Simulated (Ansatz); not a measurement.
Be₆, relaxed as a singlet with RKS r2SCAN/def2-TZVP in Ansatz, starting from the GFN2-xTB geometry. Force threshold 0.02 eV/Å.

The restricted singlet is unstable towards broken spin symmetry at other levels; at r2SCAN/def2-TZVP this wasn't settled. Another isomer (singlet) lies 0.56 eV lower at PBE0/def2-TZVP; other spin states weren't run for this one.

Start:

```xyz
6

Be    0.2438    1.0713   -1.2754
Be    1.2854   -0.6105   -0.6097
Be    1.1399   -0.6568    1.3878
Be   -1.3691    0.7295    0.0050
Be   -0.6113    0.2315    1.7931
Be   -0.6885   -0.7651   -1.3007
```

```csv
step,energy (eV),largest force component (eV/Å),SCF passes
1,-2399.0834,0.719,24
2,-2399.2867,0.364,31
3,-2399.3783,0.444,31
4,-2399.4104,0.233,26
5,-2399.4263,0.086,26
6,-2399.4438,0.156,24
7,-2399.4846,0.270,29
8 (rejected),-2399.4805,0.341,25
9,-2399.4983,0.289,27
10,-2399.5108,0.024,27
11,-2399.5115,0.013,28
12,-2399.5144,0.066,27
13,-2399.5261,0.181,25
14,-2399.5725,0.379,29
15,-2399.6661,0.384,30
16,-2399.7461,0.243,30
17 (rejected),-2399.7370,0.584,31
18,-2399.7740,0.058,30
19,-2399.7751,0.030,28
20,-2399.7752,0.014,19
```

Force components are those of the run's own axes.

End:

```xyz
6

Be    0.0534    0.8659   -1.8682
Be    1.0794    0.0238   -0.1301
Be    1.3062   -0.7238    1.8171
Be   -0.9348    1.0867   -0.0996
Be   -0.6279   -0.5851    1.2411
Be   -0.8764   -0.6675   -0.9603
```

Bonds formed: Be2–Be4, Be2–Be5, Be5–Be6 (atoms count from 1).

The force fell under the threshold at step 11, but the optimiser went on and released 0.264 eV more. No frequencies were taken in this run, so the end may be a saddle point.

Hardware: 4 threads of Arm Neoverse V2 on a shared host. Wall time 21 s.
